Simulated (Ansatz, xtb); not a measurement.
## Two isomers of F2H6Si3

Structure I: `F[SiH](F)[SiH2][SiH3]`, a singlet. Structure II: `F[SiH2][Si@@H](F)[SiH3]`, a singlet. Both are isolated molecules in the gas phase, relaxed with B3LYP/def2-SVP; each stands in its lowest conformer found.

Task: Estimate which is lower in electronic energy at CCSD(T)/def2-SVP + ΔMP2/def2-TZVPP, and by roughly how much.

Result: The CCSD(T)/def2-SVP + ΔMP2/def2-TZVPP calculation puts structure I lower, by 43.1 kJ/mol.

Level by level:

| level | geometry | E(II) − E(I) (kJ/mol) | departure from the last row (kJ/mol) | job, with rough time for the two |
| --- | --- | --- | --- | --- |
| B3LYP/def2-SVP | B3LYP/def2-SVP | +38.5 | −4.6 | optimisation, 3.1 min |
| HF/def2-SVP | B3LYP/def2-SVP | +38.3 | −4.8 | part of the CCSD(T) run |
| MP2/def2-SVP | B3LYP/def2-SVP | +46.5 | +3.4 | part of the CCSD(T) run |
| CCSD(T)/def2-SVP | B3LYP/def2-SVP | +45.0 | +1.9 | single point |
| CCSD(T)/def2-SVP + ΔMP2/def2-TZVPP | B3LYP/def2-SVP | +43.1 |  | single point, 78 s |

As drawn, both hold the same kinds of bond in the same numbers.

The levels shown agree on the order. The largest departure from CCSD(T)/def2-SVP + ΔMP2/def2-TZVPP is that of HF/def2-SVP, 4.8 kJ/mol. Levels run at GFN2-xTB geometries aren't shown. The last row adds to CCSD(T) the change of the MP2 difference between the two basis sets, here −1.9 kJ/mol.

With thermal terms from frequencies at re-optimised GFN2-xTB minima (ideal gas, soft modes damped towards free rotors, one conformer each, 298.15 K, 1 atm): on the last row, ΔE + ΔZPE = +42.7, ΔH = +43.0, ΔG = +42.2 kJ/mol.

The correlated steps freeze 17 core orbitals. Mirror images aren't counted in ΔG. Programs: Ansatz 0.2.0, xtb 6.7.1; the last row on 2 threads of Intel(R) Xeon(R) Processor @ 2.50GHz (Skylake/Cascade Lake) on a shared host.
